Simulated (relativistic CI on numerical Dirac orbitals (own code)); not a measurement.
# One change at a time: Os18+

Base calculation: Dirac-Coulomb-Breit CI, KLI orbitals optimised for each configuration, a model potential for QED, unscaled Slater integrals.

Configurations in the expansion (outside the closed core [Ar] 3d10): 4s2.4p6.4d10.4f12, 4s2.4p6.4d10.4f11.5s, 4s2.4p6.4d10.4f10.5s2, 4s2.4p6.4d10.4f10.5s.5p, 4s2.4p6.4d10.4f11.5p, 4s2.4p6.4d9.4f13, 4s2.4p6.4d8.4f14, 4s2.4p6.4d10.4f11.6s, 4s2.4p6.4d10.4f11.5f, 4s2.4p6.4d10.4f11.6p, 4s2.4p6.4d9.4f12.5s, 4s2.4p5.4d10.4f13, 4s.4p6.4d10.4f13, 4s2.4p4.4d10.4f14, 4s.4p6.4d10.4f11.5s2, 4p6.4d10.4f14. Levels of other configurations are missing.

Variants: (1) non-relativistic limit. Shifts of the energy above 4s2.4p6.4d10.4f12 3H_6, in cm⁻¹, for the lowest level and the first level of each name with at least 55 % of one term (blank where a level changes its place among those of its configuration and J or its character, or is not in the variant):

```tsv
Level	Base	Δ(1)
4s2.4p6.4d10.4f12 3H_6	0.0	0.0
4s2.4p6.4d10.4f12 3F_4	9085.8	
4s2.4p6.4d10.4f12 3H_5	21251.4	-21251.4
4s2.4p6.4d10.4f12 3F_2	30856.8	-19661.3
4s2.4p6.4d10.4f12 3F_3	32679.4	-21483.8
4s2.4p6.4d10.4f11.5s 5I°_8	63031.7	+310825.6
4s2.4p6.4d10.4f12 3P_0	70980.7	-16382.7
4s2.4p6.4d10.4f12 1I_6	71023.3	-17539.9
4s2.4p6.4d10.4f11.5s 5I°_7	73866.4	+299990.9
4s2.4p6.4d10.4f12 3P_1	75949.2	-21351.1
4s2.4p6.4d10.4f11.5s 5I°_6	87060.5	+286796.8
4s2.4p6.4d10.4f11.5s 3I°_7	91454.2	+298098.5
4s2.4p6.4d10.4f11.5s 5S°_2	105936.5	
4s2.4p6.4d10.4f11.5s 5F°_3	115420.1	+287798.6
4s2.4p6.4d10.4f11.5s 5F°_2	117369.8	
4s2.4p6.4d10.4f11.5s 3K°_8	126776.7	+295462.5
4s2.4p6.4d10.4f11.5s 3K°_7	130778.8	+291460.4
4s2.4p6.4d10.4f11.5s 3K°_6	141977.1	+280262.2
4s2.4p6.4d10.4f11.5s 3G°_5	142100.5	
4s2.4p6.4d10.4f11.5s 3P°_0	142418.5	+289652.6
4s2.4p6.4d10.4f11.5s 5G°_2	144435.8	+275576.9
4s2.4p6.4d10.4f12 1S_0	145852.8	-24765.6
```

At this charge transitions that keep the count of f electrons are usually good to a few per cent. Terms inside the open d or f shell come out 10 to 20 % too wide with unscaled integrals. Levels that differ in their count of f electrons can be misplaced by several ten thousand cm⁻¹, since the correlation energy of f electrons is missing or only estimated; rates across such gaps can be off by orders of magnitude.

Ionisation energy from one configuration of each of the two ions, the ground ones as tabulated or assumed: base 464.387 eV. The NIST ASD value (theoretical) is 470 ± 24 eV.

LS names give the leading component of a level, which can be under half, so a name can repeat, a term be missing and a line seem to break the LS rules.
